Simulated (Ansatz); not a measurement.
Species: C$_{2}$H$_{10}$NSi (charge +1, singlet). It need not be the lowest isomer of its formula. 
Geometry from a B3LYP-D3(BJ)/def2-TZVP (Ansatz, a program for electronic structure) optimisation:
SMILES: C[NH+](C)[SiH3]
```xyz
14

Si    -0.9550    -0.7018    -0.7403
N      0.5519    -0.0182     0.1504
C      0.9490     1.3321    -0.3782
H      1.1395     1.2597    -1.4463
H      0.1362     2.0306    -0.1923
H      1.8462     1.6684     0.1367
C      0.3552     0.0105     1.6407
H     -0.4702     0.6810     1.8693
H      0.1276    -0.9924     1.9939
H      1.2644     0.3734     2.1148
H     -0.5505    -0.7147    -2.1519
H     -1.9995     0.2751    -0.4080
H     -1.1415    -2.0300    -0.1426
H      1.3295    -0.6543    -0.0373
```
Charge +1, spin multiplicity 1.

Total electronic energies in hartree. Correlated levels leave the core frozen unless marked. Spin-orbit coupling is left out. No relativistic terms. CBS marks a two-point X^-3 extrapolation of the correlation energy; Hartree-Fock from the larger set. [CCSD(T)-MP2]/basis is that difference in the basis named.

```
level                                                                 program  energy (Eh)
-------------------------------------------------------------  --------------  -----------
BLYP-D3(BJ)/def2-TZVPD                                         Ansatz + dftd3          [?]
B3LYP/def2-TZVPD                                                       Ansatz   -426.32562
PBE0/def2-TZVP                                                         Ansatz          [?]
PBE0/def2-QZVPP                                                        Ansatz   -426.02312
RI-MP2/CBS(cc-pV(T+d)Z,cc-pV(Q+d)Z)                                    Ansatz    -425.5774
SCS-MP2/cc-pVTZ                                                        Ansatz   -425.50137
CCSD/6-31G                                                             Ansatz   -425.00455
CCSD/cc-pwCVTZ                                                         Ansatz   -425.55212
RI-MP2/CBS(cc-pV(T+d)Z,cc-pV(Q+d)Z)+[CCSD(T)-MP2]/cc-pV(T+d)Z          Ansatz    -425.6598
```

**Question.** Fill in the missing entries.

**Answer.** 
- BLYP-D3(BJ)/def2-TZVPD, energy (Eh): -426.23433
- PBE0/def2-TZVP, energy (Eh): -426.00178
